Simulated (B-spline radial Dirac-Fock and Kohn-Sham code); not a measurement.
Two-hole binding energies of Br³⁺

System: bromine as Br³⁺, configuration [Ar] 3d10 4s2 4p2, inside a Watson sphere of charge -3 and radius 2.7 Å (a model of the Madelung potential; inside it an electron's potential energy is raised by 16.0 eV).

The run's input, task.json:

```json
{"items": [{
  "Z": 35,
  "q": 3,
  "cfg": [[1, 0, 2], [2, 0, 2], [2, 1, 6], [3, 0, 2], [3, 1, 6], [3, 2, 10], [4, 0, 2], [4, 1, 2]],
  "A": 79,
  "rrms": 4.1629,
  "watson": [-3, 2.7],
  "do": ["binding", "quiet", "double"]
}]}
```

Run with: `python xray_run.py task.json out`

Method: multi-electron Dirac-Fock with separately optimised hole states, Breit and Lamb-shift corrections added in first order. Computed with a radial finite-basis atomic code. U is the two-hole binding energy less the two single-hole energies, the effective repulsion of the holes after relaxation. Each two-hole energy is an average over J within one jj subconfiguration.

```tsv
holes	E(a) (eV)	E(b) (eV)	E(ab) (eV)	U (eV)
1s⁻¹ 2p1/2⁻¹	13508.5	1631.6	15279.9	139.7
1s⁻¹ 3p1/2⁻¹	13508.5	226.0	13776.5	42.0
1s⁻¹ 3p3/2⁻¹	13508.5	219.1	13768.6	40.9
2s⁻¹ 2p3/2⁻¹	1822.5	1584.9	3483.7	76.2
2p1/2⁻²	1631.6	1631.6	3365.1	102.0
2p3/2⁻²	1584.9	1584.9	3264.2	94.3
2s⁻¹ 3p1/2⁻¹	1822.5	226.0	2085.7	37.2
2p1/2⁻¹ 3s⁻¹	1631.6	293.5	1962.3	37.3
2s⁻¹ 3d5/2⁻¹	1822.5	101.6	1960.5	36.4
2p1/2⁻¹ 3p3/2⁻¹	1631.6	219.1	1888.3	37.6
2p3/2⁻¹ 3p1/2⁻¹	1584.9	226.0	1849.0	38.0
2p1/2⁻¹ 3d5/2⁻¹	1631.6	101.6	1770.1	36.9
3d3/2⁻²	102.6	102.6	235.9	30.6
3d5/2⁻²	101.6	101.6	?	?
```

Question: Give the missing two-hole energy and U.

Answer: E(ab) = 233.9 eV and U = 30.7 eV.
